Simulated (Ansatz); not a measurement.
Harmonic vibrations of CH₃AlO₂S (`O=[C](S)[AlH][OH]`) by finite differences.

```yaml
crystal:
  periodic: [false, false, false]
  atoms:
    - {symbol: O, position_ang: [1.300590, -1.341448, 1.495675]}
    - {symbol: C, position_ang: [0.828545, -0.423445, 0.877903]}
    - {symbol: S, position_ang: [1.070362, 1.263644, 1.489339]}
    - {symbol: Al, position_ang: [-0.247367, -0.760153, -0.789404]}
    - {symbol: O, position_ang: [-1.474010, 0.317047, -1.218154]}
    - {symbol: H, position_ang: [0.407137, 1.858101, 0.484087]}
    - {symbol: H, position_ang: [0.023852, -2.016486, -1.689851]}
    - {symbol: H, position_ang: [-1.817009, 1.045639, -0.705395]}
basis:
  gaussian: {orbitals: def2-TZVP}
hamiltonian: {xc: pbe0, dispersion: d4}
phonons: {temperatures: {t_min: 298.15, t_max: 900, t_step: 200}}
```

```sh
$ ansatz run in.yaml --threads 2 --pin off --events-out ev --progress --plain --max-ram 4352MiB
```

Output, abridged:

```
Functional definition: PBE0
mean field -22603.51513075 eV, -830.6638598422 hartree, gradient 3.1e-5 eV, S^2 0.000000; 0 other end points of the search recorded, 0 dependent functions left out
mean field -22603.51509633 eV, -830.6638585775 hartree, gradient 2.6e-6 eV, S^2 0.000000; 0 other end points of the search recorded, 0 dependent functions left out
mean field -22603.51507533 eV, -830.6638578057 hartree, gradient 2.6e-6 eV, S^2 0.000000; 0 other end points of the search recorded, 0 dependent functions left out
mean field -22603.51496209 eV, -830.6638536439 hartree, gradient 2.6e-6 eV, S^2 0.000000; 0 other end points of the search recorded, 0 dependent functions left out
mean field -22603.51498544 eV, -830.6638545023 hartree, gradient 2.6e-6 eV, S^2 0.000000; 0 other end points of the search recorded, 0 dependent functions left out
mean field -22603.51507038 eV, -830.6638576236 hartree, gradient 2.6e-6 eV, S^2 0.000000; 0 other end points of the search recorded, 0 dependent functions left out
mean field -22603.51503978 eV, -830.6638564991 hartree, gradient 2.6e-6 eV, S^2 0.000000; 0 other end points of the search recorded, 0 dependent functions left out
mean field -22603.51506457 eV, -830.6638574103 hartree, gradient 2.6e-6 eV, S^2 0.000000; 0 other end points of the search recorded, 0 dependent functions left out
mean field -22603.51504934 eV, -830.6638568504 hartree, gradient 2.6e-6 eV, S^2 0.000000; 0 other end points of the search recorded, 0 dependent functions left out
mean field -22603.51497144 eV, -830.6638539878 hartree, gradient 2.6e-6 eV, S^2 0.000000; 0 other end points of the search recorded, 0 dependent functions left out
mean field -22603.51499294 eV, -830.6638547777 hartree, gradient 2.6e-6 eV, S^2 0.000000; 0 other end points of the search recorded, 0 dependent functions left out
mean field -22603.51501631 eV, -830.6638556367 hartree, gradient 2.6e-6 eV, S^2 0.000000; 0 other end points of the search recorded, 0 dependent functions left out
mean field -22603.51499232 eV, -830.6638547550 hartree, gradient 2.6e-6 eV, S^2 0.000000; 0 other end points of the search recorded, 0 dependent functions left out
mean field -22603.51512161 eV, -830.6638595064 hartree, gradient 2.9e-6 eV, S^2 0.000000; 0 other end points of the search recorded, 0 dependent functions left out
mean field -22603.51508380 eV, -830.6638581169 hartree, gradient 2.8e-6 eV, S^2 0.000000; 0 other end points of the search recorded, 0 dependent functions left out
mean field -22603.51509830 eV, -830.6638586496 hartree, gradient 2.6e-6 eV, S^2 0.000000; 0 other end points of the search recorded, 0 dependent functions left out
mean field -22603.51505203 eV, -830.6638569493 hartree, gradient 2.6e-6 eV, S^2 0.000000; 0 other end points of the search recorded, 0 dependent functions left out
mean field -22603.51508379 eV, -830.6638581163 hartree, gradient 1.4e-6 eV, S^2 0.000000; 0 other end points of the search recorded, 0 dependent functions left out
mean field -22603.51504503 eV, -830.6638566922 hartree, gradient 1.5e-6 eV, S^2 0.000000; 0 other end points of the search recorded, 0 dependent functions left out
mean field -22603.51506128 eV, -830.6638572893 hartree, gradient 2.6e-6 eV, S^2 0.000000; 0 other end points of the search recorded, 0 dependent functions left out
mean field -22603.51506788 eV, -830.6638575317 hartree, gradient 2.1e-6 eV, S^2 0.000000; 0 other end points of the search recorded, 0 dependent functions left out
mean field -22603.51504905 eV, -830.6638568398 hartree, gradient 2.2e-6 eV, S^2 0.000000; 0 other end points of the search recorded, 0 dependent functions left out
mean field -22603.51505281 eV, -830.6638569780 hartree, gradient 2.6e-6 eV, S^2 0.000000; 0 other end points of the search recorded, 0 dependent functions left out
mean field -22603.51506323 eV, -830.6638573610 hartree, gradient 2.6e-6 eV, S^2 0.000000; 0 other end points of the search recorded, 0 dependent functions left out
mean field -22603.51508886 eV, -830.6638583026 hartree, gradient 1.3e-6 eV, S^2 0.000000; 0 other end points of the search recorded, 0 dependent functions left out
mean field -22603.51503145 eV, -830.6638561931 hartree, gradient 2.6e-6 eV, S^2 0.000000; 0 other end points of the search recorded, 0 dependent functions left out
mean field -22603.51509123 eV, -830.6638583898 hartree, gradient 2.6e-6 eV, S^2 0.000000; 0 other end points of the search recorded, 0 dependent functions left out
mean field -22603.51498845 eV, -830.6638546127 hartree, gradient 2.6e-6 eV, S^2 0.000000; 0 other end points of the search recorded, 0 dependent functions left out
mean field -22603.51499404 eV, -830.6638548181 hartree, gradient 2.6e-6 eV, S^2 0.000000; 0 other end points of the search recorded, 0 dependent functions left out
mean field -22603.51504687 eV, -830.6638567599 hartree, gradient 2.6e-6 eV, S^2 0.000000; 0 other end points of the search recorded, 0 dependent functions left out
mean field -22603.51510132 eV, -830.6638587607 hartree, gradient 2.6e-6 eV, S^2 0.000000; 0 other end points of the search recorded, 0 dependent functions left out
mean field -22603.51511361 eV, -830.6638592125 hartree, gradient 1.2e-6 eV, S^2 0.000000; 0 other end points of the search recorded, 0 dependent functions left out
mean field -22603.51510490 eV, -830.6638588922 hartree, gradient 2.1e-6 eV, S^2 0.000000; 0 other end points of the search recorded, 0 dependent functions left out
mean field -22603.51511577 eV, -830.6638592918 hartree, gradient 2.0e-6 eV, S^2 0.000000; 0 other end points of the search recorded, 0 dependent functions left out
mean field -22603.51510006 eV, -830.6638587142 hartree, gradient 1.5e-6 eV, S^2 0.000000; 0 other end points of the search recorded, 0 dependent functions left out
mean field -22603.51508752 eV, -830.6638582535 hartree, gradient 1.5e-6 eV, S^2 0.000000; 0 other end points of the search recorded, 0 dependent functions left out
mean field -22603.51507806 eV, -830.6638579057 hartree, gradient 2.2e-6 eV, S^2 0.000000; 0 other end points of the search recorded, 0 dependent functions left out
mean field -22603.51512489 eV, -830.6638596267 hartree, gradient 2.2e-6 eV, S^2 0.000000; 0 other end points of the search recorded, 0 dependent functions left out
mean field -22603.51512755 eV, -830.6638597247 hartree, gradient 2.2e-6 eV, S^2 0.000000; 0 other end points of the search recorded, 0 dependent functions left out
mean field -22603.51509439 eV, -830.6638585059 hartree, gradient 2.2e-6 eV, S^2 0.000000; 0 other end points of the search recorded, 0 dependent functions left out
mean field -22603.51510848 eV, -830.6638590239 hartree, gradient 2.5e-6 eV, S^2 0.000000; 0 other end points of the search recorded, 0 dependent functions left out
mean field -22603.51510448 eV, -830.6638588769 hartree, gradient 2.2e-6 eV, S^2 0.000000; 0 other end points of the search recorded, 0 dependent functions left out
mean field -22603.51512352 eV, -830.6638595767 hartree, gradient 2.7e-6 eV, S^2 0.000000; 0 other end points of the search recorded, 0 dependent functions left out
mean field -22603.51509795 eV, -830.6638586369 hartree, gradient 2.2e-6 eV, S^2 0.000000; 0 other end points of the search recorded, 0 dependent functions left out
mean field -22603.51511171 eV, -830.6638591426 hartree, gradient 2.7e-6 eV, S^2 0.000000; 0 other end points of the search recorded, 0 dependent functions left out
mean field -22603.51503166 eV, -830.6638562008 hartree, gradient 2.6e-6 eV, S^2 0.000000; 0 other end points of the search recorded, 0 dependent functions left out
mean field -22603.51502552 eV, -830.6638559752 hartree, gradient 2.6e-6 eV, S^2 0.000000; 0 other end points of the search recorded, 0 dependent functions left out
mean field -22603.51507998 eV, -830.6638579766 hartree, gradient 2.1e-6 eV, S^2 0.000000; 0 other end points of the search recorded, 0 dependent functions left out
mean field -22603.51508363 eV, -830.6638581108 hartree, gradient 2.6e-6 eV, S^2 0.000000; 0 other end points of the search recorded, 0 dependent functions left out
Total energy: -22603.67071199 eV, -830.6695773474 hartree
Atom 0 at     1.300590    -1.341448     1.495675 Å, force     0.000531     0.000804     0.001800 eV/Å
Atom 1 at     0.828545    -0.423445     0.877903 Å, force    -0.001167    -0.002267     0.000199 eV/Å
Atom 2 at     1.070362     1.263644     1.489339 Å, force     0.000158    -0.000108    -0.001291 eV/Å
Atom 3 at    -0.247367    -0.760153    -0.789404 Å, force    -0.000733     0.003924    -0.001525 eV/Å
Atom 4 at    -1.474010     0.317047    -1.218154 Å, force     0.000947    -0.002826     0.000581 eV/Å
Atom 5 at     0.407137     1.858101     0.484087 Å, force     0.000290    -0.000070     0.000092 eV/Å
Atom 6 at     0.023852    -2.016486    -1.689851 Å, force     0.000204    -0.000275    -0.000560 eV/Å
Atom 7 at    -1.817009     1.045639    -0.705395 Å, force    -0.000232     0.000818     0.000705 eV/Å
Dipole moment:    -0.314358     0.378075    -0.238940 e Å
Vibrations: 47.58 84.35 196.18 294.01 325.93 355.97 426.10 440.08 520.87 563.06 649.81 762.78 874.68 971.41 1739.72 1993.38 2705.35 3973.35 cm⁻¹, zero-point energy 1.049191 eV
```

It took 2.7 min on 2 threads of an Arm Neoverse V1 on a shared host, with 0.46 GiB of host memory at the peak.
